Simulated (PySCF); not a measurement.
# Field gradients at the hydrogen positions

Compound: C6H10F2O2.
Geometry (GFN2-xTB, Å), atoms numbered from 1 in this order:
```
atom  x, y, z in Å
C1     2.760   -0.527    0.546
C2     1.761    0.524    0.079
C3     0.318    0.083    0.312
C4    -0.194   -0.965   -0.700
O5    -1.153   -0.268   -1.481
C6    -1.605    0.787   -0.691
C7    -2.845    0.348    0.142
F8    -3.534    1.427    0.572
F9    -2.483   -0.345    1.245
O10   -0.550    1.199    0.110
H11    2.610   -1.470    0.025
H12    3.774   -0.187    0.356
H13    2.651   -0.705    1.613
H14    1.899    0.739   -0.982
H15    1.915    1.452    0.632
H16    0.198   -0.279    1.341
H17   -0.662   -1.818   -0.195
H18    0.583   -1.318   -1.378
H19   -1.928    1.617   -1.334
H20   -3.520   -0.282   -0.456
```

Level: PBE0/pcSseg-1 (PySCF, non-relativistic); Q(2H) = 0.00286 b; rigid geometry, the same for H and D, with no vibrational averaging.

Question: Rank these positions by the coupling χzz of a deuteron there, largest first.
A. H18 (methylene hydrogen)
B. H17 (methylene hydrogen)
C. H12 (methyl hydrogen)
D. H20 (methine hydrogen)
E. H19 (methine hydrogen)

Answer: C (213 kHz), A (201 kHz), B (193 kHz), E (186 kHz), D (180 kHz).

Give the electric field gradient Vzz (the principal value of largest size), its asymmetry and the 2H coupling at each hydrogen.

| atom | bonded to | bond length (Å) | Vzz (au) | η | χzz (kHz) |
| --- | --- | --- | --- | --- | --- |
| H11 | C1 | 1.088 | 0.3151 | 0.02 | 212 |
| H12 | C1 | 1.087 | 0.3165 | 0.01 | 213 |
| H13 | C1 | 1.088 | 0.3142 | 0.02 | 211 |
| H14 | C2 | 1.092 | 0.3031 | 0.02 | 204 |
| H15 | C2 | 1.091 | 0.3039 | 0.02 | 204 |
| H16 | C3 | 1.097 | 0.2829 | 0.03 | 190 |
| H17 | C4 | 1.096 | 0.2873 | 0.06 | 193 |
| H18 | C4 | 1.090 | 0.2991 | 0.05 | 201 |
| H19 | C6 | 1.098 | 0.2763 | 0.02 | 186 |
| H20 | C7 | 1.100 | 0.2674 | 0.04 | 180 |

How does χzz go with the bond length over the 10 C–H bonds?

A straight-line fit has a slope of -23.3 kHz for each 0.01 Å, with a correlation coefficient of -0.99, over lengths from 1.087 to 1.100 Å. The longer bonds have the smaller couplings here.

A static deuteron (I = 1) shows a doublet split by (3/2)χ, (3/4)χ(1 + η) and (3/4)χ(1 − η) with the field along z, y and x of the gradient. What are these for H20?

With |χ| = 179.7 kHz and η = 0.044: 270, 141 and 129 kHz, to first order and without motion.

The structure is a single GFN2-xTB conformer in the gas phase; no vibrational or solvent corrections. GFN2-xTB bond lengths can be off by several hundredths of an ångström, more for odd bonds, and the gradients follow them. A larger basis could move these couplings by a tenth or more.
